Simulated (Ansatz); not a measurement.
`[CH3][Au-][NH3+]`, relaxed with RKS PBE-D4/def2-SVP in Ansatz 0.2.0 from a rough embedded geometry. The force threshold is 0.03 eV/Å; the program also tests the step.

Total charge 0; spin multiplicity 1. Au takes the def2 core potential.

Start:

```xyz
9

C     0.804    0.444   -0.927
Au   -0.650   -0.573   -0.712
N    -0.643   -0.347    1.087
H     0.977   -0.356   -1.624
H     1.819    0.810   -0.637
H     0.292    1.299   -1.523
H    -0.130   -0.205    2.044
H    -0.899   -1.312    1.080
H    -1.571    0.241    1.212
```

| step | energy (eV) | largest force (eV/Å) | largest move (Å) |
| --- | --- | --- | --- |
| 1 | -6306.8020 | 13.440 | 0.000 |
| 2 | -6310.6617 | 5.872 | 0.196 |
| 3 | -6312.3639 | 1.704 | 0.193 |
| 4 | -6313.0883 | 1.163 | 0.195 |
| 5 | -6313.4913 | 1.027 | 0.195 |
| 6 | -6313.6693 | 0.467 | 0.199 |
| 7 | -6313.7415 | 0.114 | 0.200 |
| 8 | -6313.7712 | 0.208 | 0.200 |
| 9 | -6313.7896 | 0.776 | 0.196 |
| 10 | -6313.8722 | 0.786 | 0.195 |
| 11 | -6313.9973 | 0.512 | 0.195 |
| 12 | -6314.1264 | 0.610 | 0.194 |
| 13 | -6314.2815 | 0.611 | 0.195 |
| 14 | -6314.4591 | 0.536 | 0.195 |
| 15 | -6314.6565 | 0.566 | 0.195 |
| 16 | -6314.8533 | 0.372 | 0.200 |
| 17 | -6315.0033 | 0.324 | 0.200 |
| 18 | -6315.0682 | 0.108 | 0.200 |
| 19 | -6315.0702 | 0.149 | 0.063 |
| 20 | -6315.0714 | 0.033 | 0.023 |
| 21 | -6315.0715 | 0.001 | 0.004 |

End:

```xyz
9

C     1.103    0.582   -1.694
Au    0.040    0.021   -0.061
N    -1.116   -0.589    1.714
H     1.245   -0.279   -2.380
H     2.103    0.962   -1.396
H     0.573    1.386   -2.246
H    -0.571   -0.479    2.581
H    -1.405   -1.576    1.661
H    -1.973   -0.028    1.822
```

Run time 42 s (2 threads of a server CPU on a shared host); peak host memory 0.16 GiB.
